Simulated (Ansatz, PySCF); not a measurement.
System: C₃H₃, net charge 1, singlet state. 
Coordinates optimised at B3LYP-D3(BJ)/def2-TZVP (Ansatz, an electronic-structure program):
```xyz
6

C      1.3051    -0.1903     0.1600
C      0.1029    -0.0150     0.0126
C     -1.2145     0.1771    -0.1489
H      2.3600    -0.3441     0.2893
H     -1.5876     1.0465    -0.6881
H     -1.9337    -0.5331     0.2564
```
Charge +1, spin multiplicity 1.

Total electronic energies in hartree. Correlated levels leave the core frozen unless marked. Spin-orbit coupling is left out. Non-relativistic. CBS(X,Y): correlation extrapolated as X^-3; Hartree-Fock from the larger set. The bracket is a focal-point correction in the basis named.

The Hartree-Fock reference is unstable (checked in the largest basis), which strains HF and MP2. 

| level | program | energy (Eh) |
|---|---|---|
| HF/cc-pVDZ | Ansatz | -114.95862 |
| RI-HF/cc-pVTZ | Ansatz | -114.99004 |
| BP86-D4/def2-TZVPD | PySCF + dftd4 | -115.72623 |
| B3LYP/def2-TZVPD | PySCF | [?] |
| MN15/def2-TZVPD | PySCF | -115.57513 |
| LC-wPBE-D4/def2-TZVPD | Ansatz + dftd4 | [?] |
| MP2/6-31G | Ansatz | -115.15553 |
| RI-MP2/aug-cc-pVTZ | Ansatz | -115.42191 |
| RI-MP2/cc-pVTZ | Ansatz | -115.41623 |
| CCSD/6-31G | Ansatz | -115.18074 |
| CCSD/cc-pwCVTZ | Ansatz | -115.44590 |
| CCSD(T)/cc-pVQZ | Ansatz | -115.49418 |
| CCSD(T) with core electrons/cc-pwCVTZ | Ansatz | -115.61613 |
| RI-MP2/CBS(cc-pVTZ,cc-pVQZ)+[CCSD(T)-MP2]/cc-pVDZ | Ansatz | -115.5167 |
| CCSD(T)/CBS(cc-pVTZ,cc-pVQZ) | Ansatz | -115.5111 |

**Question.** Complete the blanks.

**Answer.** 
- B3LYP/def2-TZVPD, energy (Eh): -115.73430
- LC-wPBE-D4/def2-TZVPD, energy (Eh): -115.62366
